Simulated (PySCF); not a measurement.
Q: Write a Z-matrix for `[SiH2]([SiH2]F)Cl` as optimised with PBE0-D3(BJ)/def2-SVP.

A: 
Z-matrix in Å and degrees, rows numbered from 1:
```
F 
Si  1  1.6315
Si  2  2.3413  1  108.68
Cl  3  2.0809  2  104.89  1   179.11
H   2  1.4910  1  108.66  3  -120.35
H   2  1.4908  1  108.60  3   120.23
H   3  1.4911  2  112.33  1    61.04
H   3  1.4910  2  112.48  1   -62.74
```

The 4 heavy atoms lie in one plane (0.007 Å rms). Si3 (chlorine-bound silicon) is distorted tetrahedral (angles from 104.9° to 112.5°). Si2 (fluorine-bound silicon) is tetrahedral (angles from 108.6° to 110.6°).

Computed, not measured: PySCF 2.14.0, PBE0-D3(BJ)/def2-SVP geometry optimisation, gas phase.

Point group: Cs (every atom within 0.08 Å of its image). No frequency check. One conformer, not necessarily the lowest (F1–Si2–Si3–Cl4 179°).

On one thread, Arm Neoverse V1 (aarch64), shared host with 32 logical CPUs at a one-minute load of 17, this took 18 s wall and 0.36 GiB of memory at its peak. These figures are those of the optimisation.
